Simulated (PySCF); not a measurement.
**What settings do to a single point of [WO3Br]−**

The sound run of [WO3Br]− (singlet) uses PySCF 2.14.0, RKS PBE, W def2-SVP with ECP60, O def2-SVP, Br def2-SVP; non-relativistic Hamiltonian with scalar-relativistic core potentials where named; density fitting; no spin-orbit coupling, grid (50, 194), threshold 1e-8 Eh and 55 cycles, at the relaxed geometry:

```xyz
5

W     0.0000    0.3468    0.1532
O     1.4293    0.4654    1.1726
O     0.0000    1.6961   -0.9764
O    -1.4293    0.4654    1.1726
Br    0.0000   -1.8585   -1.0904
```

There W1 has a Mulliken charge of 0.70 e and the dipole about the centre of mass is 2.99 D. Each run below changes one thing and starts from free metal ions and neutral atoms unless it says otherwise; with 55 cycles, smearing, a level shift and second-order steps follow where DIIS fails, and their cycles count. Energy shifts count from the sound run.

```tsv
change	outcome	cycles	energy shift (eV)	largest force component (eV/Å)	charge on W1 (e)	dipole about the centre of mass (D)
start from the bare core Hamiltonian, limit 60 cycles	converged	27	0.0000	0.02	0.70	2.99
threshold 1e-05	converged	16	0.0000	0.02	0.70	2.99
spin (2S) set to 3, limit 98 cycles	refused	–	–	–	–	–
```

How does the run with this change end: grid (40, 110)?

outcome converged, cycles 17, energy shift (eV) -0.0499, largest force component (eV/Å) 0.09, charge on W1 (e) 0.70, dipole about the centre of mass (D) 2.99.

Forces carry noise of the integration grid, about 0.01 to 0.03 eV/Å.
